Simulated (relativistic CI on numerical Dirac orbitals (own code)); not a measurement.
**Radial parameters of Yb XXI**

Calculated at this level of theory: Dirac-Coulomb-Breit CI, KLI orbitals optimised for each configuration, model QED, unscaled Slater integrals (own radial code, finite nucleus).

Slater integrals F^k, G^k are unscaled and averaged over j, outside the closed core [Ar] 3d10 4p6 4d10; ζ comes from projecting the Hamiltonian with its Breit term on Σ l·s of the shell.

- 4s²4f⁴: F^2(4f,4f) = 197450, F^4(4f,4f) = 127690, F^6(4f,4f) = 93046, ζ(4f) = 4752.9 cm⁻¹; <r>(4f) = 0.5211, <r^2>(4f) = 0.3149 (bohr units).
- 4s²4f³5s: F^2(4f,4f) = 200120, F^4(4f,4f) = 129520, F^6(4f,4f) = 94408, ζ(4f) = 4913.2, G^3(4f,5s) = 31570 cm⁻¹; <r>(4f) = 0.5152, <r^2>(4f) = 0.3077, <r>(5s) = 0.9121, <r^2>(5s) = 0.9261 (bohr units).
- 4s²4f²5s²: F^2(4f,4f) = 203100, F^4(4f,4f) = 131570, F^6(4f,4f) = 95949, ζ(4f) = 5075.9 cm⁻¹; <r>(4f) = 0.5088, <r^2>(4f) = 0.2997 (bohr units).

Averages of the first 10 configurations, taken without configuration mixing, which lowers the lowest level and can move excited configurations by several eV; other configurations of the list can lie among them:

```json
{"Configuration": "4s²4f⁴", "Parity": "even", "States": "1001", "Average energy above the lowest level (eV)": "12.6"}
{"Configuration": "4s²4f³5s", "Parity": "odd", "States": "728", "Average energy above the lowest level (eV)": "61.4"}
{"Configuration": "4s²4f²5s²", "Parity": "even", "States": "91", "Average energy above the lowest level (eV)": "118.5"}
{"Configuration": "4s²4f³5p", "Parity": "even", "States": "2184", "Average energy above the lowest level (eV)": "108.0"}
{"Configuration": "4s²4f²5s5p", "Parity": "odd", "States": "1092", "Average energy above the lowest level (eV)": "162.6"}
{"Configuration": "4s²4f²5p²", "Parity": "even", "States": "1365", "Average energy above the lowest level (eV)": "211.7"}
{"Configuration": "4s²4f²5s5d", "Parity": "even", "States": "1820", "Average energy above the lowest level (eV)": "229.7"}
{"Configuration": "4s²4f³5d", "Parity": "odd", "States": "3640", "Average energy above the lowest level (eV)": "172.8"}
{"Configuration": "4s²4f²5p5d", "Parity": "odd", "States": "5460", "Average energy above the lowest level (eV)": "276.7"}
{"Configuration": "4s²4f³5f", "Parity": "even", "States": "5096", "Average energy above the lowest level (eV)": "241.7"}
```
